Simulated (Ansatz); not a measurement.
Reaction (ligand exchange at the Hf–Cl bond): `[OH][Hf]([F])([Cl])[Cl]` + HBr → `[OH][Hf]([F])([Cl])[Br]` + HCl

Computed with Ansatz on PBE0-D4/def2-TZVP structures; ΔE is electronic, products minus reactants. CBS: MP2 limit from def2 TZ/QZ plus the TZ coupled-cluster correction, frozen cores. This one scheme is used for every species. Functionals use def2-TZVPP. Elements past krypton have def2 core potentials. For Br, Hf outer-core shells are correlated without core-valence functions, which leaves a few kJ/mol of doubt a bond. Scalar relativity is left out up to krypton. Each species was taken in one conformer, which may not be the lowest.

```
             level  ΔE (eV)
      CAM-B3LYP-D4     0.03
CCSD(T)/def2-TZVPP    -0.02
```

**Question.** What does CCSD(T)/CBS give? (Estimate.)

**Answer.** The calculation gave: -0.02 eV. The listed levels differ from it by 0.05, 0.00 eV.

Largest T1 diagnostic among the species: 0.015.

Leaving LDA and LC-ωPBE aside and taking each functional with its dispersion term where it has one, the values, not all of them listed here, spread over 0.07 eV, from PBE-QIDH to B97M-V. From BLYP to BHLYP (50 % exact exchange), in def2-TZVPP and without D4, ΔE moves by −0.03 eV.
